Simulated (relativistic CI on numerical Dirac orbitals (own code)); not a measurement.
## Level scheme of Rh XXXVI

These numbers are calculated, not measured: Dirac-Coulomb-Breit CI, orbitals from a KLI potential per configuration, model QED (radiative potential, 1s self-energy scaled to tabulated hydrogen-like ionisation energies), unscaled Slater integrals (own radial code, finite nucleus).

CI space (outside the closed core 1s2): 2s²2p⁶, 2s²2p⁵3s, 2s²2p⁵3p, 2s²2p⁵3d, 2s2p⁶3s, 2s2p⁶3p, 2s2p⁶3d, 2s²2p⁵4s, 2s²2p⁵4p, 2s²2p⁵4d, 2s²2p⁵4f, 2s2p⁶4s, 2s2p⁶4p, 2s2p⁶4d, 2s²2p⁴3s², 2s2p⁶4f. Levels of other configurations are missing.

| No. | Configuration | Term | J | E (10³ cm⁻¹) | % | Lifetime (s) | jj configuration (%) |
| --- | --- | --- | --- | --- | --- | --- | --- |
| 1 | 2s²2p⁶ | ¹S | 0 | 0.0 | 100 |  | closed (100) |
| 2 | 2s²2p⁵3s | ³P° | 2 | 22483.2 | 100 | 2.34e-08 | 2p3/2^3 3s (100) |
| 3 | 2s²2p⁵3s | ¹P° | 1 | 22518.8 | 65 | 6.43e-14 | 2p3/2^3 3s (100) |
| 4 | 2s²2p⁵3p | ³P | 1 | 23058.2 | 45 | 7.96e-11 | 2p3/2^3 3p1/2 (98) |
| 5 | 2s²2p⁵3p | ³D | 2 | 23080.3 | 52 | 2.15e-11 | 2p3/2^3 3p1/2 (100) |
| 6 | 2s²2p⁵3p | ³D | 3 | 23367.9 | 100 | 2.08e-11 | 2p3/2^3 3p3/2 (100) |
| 7 | 2s²2p⁵3p | ¹P | 1 | 23368.9 | 58 | 2.40e-11 | 2p3/2^3 3p3/2 (97) |
| 8 | 2s²2p⁵3p | ³P | 2 | 23420.5 | 67 | 1.13e-11 | 2p3/2^3 3p3/2 (100) |
| 9 | 2s²2p⁵3p | ³P | 0 | 23631.0 | 55 | 9.88e-12 | 2p3/2^3 3p3/2 (95) |
| 10 | 2s²2p⁵3s | ³P° | 0 | 23681.9 | 100 | 1.64e-08 | 2p1/2 2p3/2^4 3s (100) |
| 11 | 2s²2p⁵3s | ³P° | 1 | 23697.9 | 64 | 8.26e-14 | 2p1/2 2p3/2^4 3s (99) |
| 12 | 2s²2p⁵3d | ³P° | 0 | 24053.7 | 100 | 1.90e-11 | 2p3/2^3 3d3/2 (100) |
| 13 | 2s²2p⁵3d | ³P° | 1 | 24085.4 | 79 | 1.66e-11 | 2p3/2^3 3d3/2 (87) |
| 14 | 2s²2p⁵3d | ³F° | 3 | 24118.0 | 56 | 1.69e-11 | 2p3/2^3 3d3/2 (100) |
| 15 | 2s²2p⁵3d | ³D° | 2 | 24138.7 | 57 | 1.66e-11 | 2p3/2^3 3d3/2 (88) |
| 16 | 2s²2p⁵3d | ³F° | 4 | 24160.4 | 100 | 3.38e-11 | 2p3/2^3 3d5/2 (100) |
| 17 | 2s²2p⁵3d | ¹D° | 2 | 24188.4 | 60 | 2.77e-11 | 2p3/2^3 3d5/2 (88) |
| 18 | 2s²2p⁵3d | ³D° | 3 | 24230.8 | 69 | 2.97e-11 | 2p3/2^3 3d5/2 (100) |
| 19 | 2s²2p⁵3p | ³D | 1 | 24263.2 | 72 | 7.87e-11 | 2p1/2 2p3/2^4 3p1/2 (100) |
| 20 | 2s²2p⁵3d | ¹P° | 1 | 24367.7 | 55 | 3.78e-15 | 2p3/2^3 3d5/2 (86) |
| 21 | 2s²2p⁵3p | ¹S | 0 | 24479.5 | 55 | 1.59e-11 | 2p1/2 2p3/2^4 3p1/2 (95) |
| 22 | 2s²2p⁵3p | ³P | 1 | 24573.6 | 53 | 1.92e-11 | 2p1/2 2p3/2^4 3p3/2 (99) |
| 23 | 2s²2p⁵3p | ³D | 2 | 24590.0 | 48 | 1.15e-11 | 2p1/2 2p3/2^4 3p3/2 (100) |
| 24 | 2s²2p⁵3d | ³F° | 2 | 25310.6 | 73 | 1.65e-11 | 2p1/2 2p3/2^4 3d3/2 (100) |
| 25 | 2s²2p⁵3d | ³P° | 2 | 25380.4 | 43 | 3.01e-11 | 2p1/2 2p3/2^4 3d5/2 (99) |
| 26 | 2s²2p⁵3d | ³F° | 3 | 25398.4 | 42 | 3.14e-11 | 2p1/2 2p3/2^4 3d5/2 (100) |
| 27 | 2s²2p⁵3d | ¹P° | 1 | 25434.1 | 44 | 4.29e-15 | 2p1/2 2p3/2^4 3d3/2 (98) |
| 28 | 2s2p⁶3s | ³S | 1 | 25672.8 | 99 | 1.19e-12 | 2s 3s (99) |
| 29 | 2s2p⁶3s | ¹S | 0 | 25789.7 | 100 | 1.54e-12 | 2s 3s (100) |
| 30 | 2s2p⁶3p | ³P° | 0 | 26255.8 | 100 | 1.28e-12 | 2s 3p1/2 (100) |
| 31 | 2s2p⁶3p | ³P° | 1 | 26267.6 | 72 | 5.31e-14 | 2s 3p1/2 (99) |
| 32 | 2s2p⁶3p | ³P° | 2 | 26563.7 | 100 | 1.21e-12 | 2s 3p3/2 (100) |
| 33 | 2s2p⁶3p | ¹P° | 1 | 26591.4 | 72 | 1.96e-14 | 2s 3p3/2 (99) |
| 34 | 2s2p⁶3d | ³D | 1 | 27276.7 | 100 | 1.40e-12 | 2s 3d3/2 (100) |
| 35 | 2s2p⁶3d | ³D | 2 | 27292.5 | 93 | 1.26e-12 | 2s 3d3/2 (84) |
| 36 | 2s2p⁶3d | ³D | 3 | 27342.5 | 100 | 1.34e-12 | 2s 3d5/2 (100) |
| 37 | 2s2p⁶3d | ¹D | 2 | 27426.4 | 93 | 8.08e-13 | 2s 3d5/2 (84) |
| 38 | 2s²2p⁵4s | ³P° | 2 | 30661.1 | 100 | 1.77e-13 | 2p3/2^3 4s (100) |
| 39 | 2s²2p⁵4s | ¹P° | 1 | 30673.1 | 66 | 9.12e-14 | 2p3/2^3 4s (100) |
| 40 | 2s²2p⁵4p | ³P | 1 | 30900.1 | 48 | 1.48e-13 | 2p3/2^3 4p1/2 (98) |
| 41 | 2s²2p⁵4p | ³D | 2 | 30906.3 | 51 | 1.47e-13 | 2p3/2^3 4p1/2 (100) |
| 42 | 2s²2p⁵4p | ³D | 3 | 31024.1 | 100 | 1.72e-13 | 2p3/2^3 4p3/2 (100) |
| 43 | 2s²2p⁵4p | ¹P | 1 | 31025.7 | 60 | 1.67e-13 | 2p3/2^3 4p3/2 (98) |
| 44 | 2s²2p⁵4p | ³P | 2 | 31043.3 | 67 | 1.74e-13 | 2p3/2^3 4p3/2 (100) |
| 45 | 2s²2p⁵4p | ¹S | 0 | 31125.0 | 61 | 1.81e-13 | 2p3/2^3 4p3/2 (100) |

Energies count from the lowest computed level; ° marks odd parity; lifetimes are radiative, by E1, M1, E2, M2 decay to levels of this space only. Filled j subshells are mostly left out of the jj labels.

The mean weight of the leading LS term, summed over parents, in these 45 levels is 73 %, and that of the leading jj configuration (from the same eigenvectors) 98 %, so jj coupling describes them better and the LS labels are nominal.

At this charge energies of transitions that change n are usually good to better than 1 %, and those within a shell (Δn = 0) to a few per cent.

LS names give the leading component of a level, which can be under half, so a name can repeat, a term be missing and a line seem to break the LS rules.
